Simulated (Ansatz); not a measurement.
Cartesian coordinates in Å:
```
C 0.138 0.102 1.630
N 0.018 0.012 0.220
Nb -0.126 -0.094 -1.494
Cl -1.569 1.572 -2.115
Cl -0.952 -2.183 -1.937
Cl 1.983 0.214 -2.330
H 0.549 1.075 1.915
H -0.842 -0.015 2.103
H 0.802 -0.682 2.006
```

The species carries charge 0 and has multiplicity 1. Nb: def2 effective core potential.

Problem. List the r2SCAN/def2-TZVPP orbital energies in eV (Ansatz). (Best estimate.)

Solution. Ansatz gave: Occupied: -2753.54, -2753.54, -2753.54, -386.07, -274.55, -254.93, -254.93, -254.93, -193.41, -193.41, -193.41, -193.37, -193.37, -193.37, -193.34, -193.34, -193.33, -64.45, -39.45, -39.19, -39.19, -22.72, -21.24, -21.05, -21.05, -16.79, -11.77, -11.77, -11.51, -10.09, -9.97, -9.97, -9.35, -9.35, -8.78, -8.72, -8.72, -8.37, -7.21, -7.21. Lowest empty: -3.22, -3.22, -1.66, -1.54, -1.54, -0.03, 1.10, 1.27.
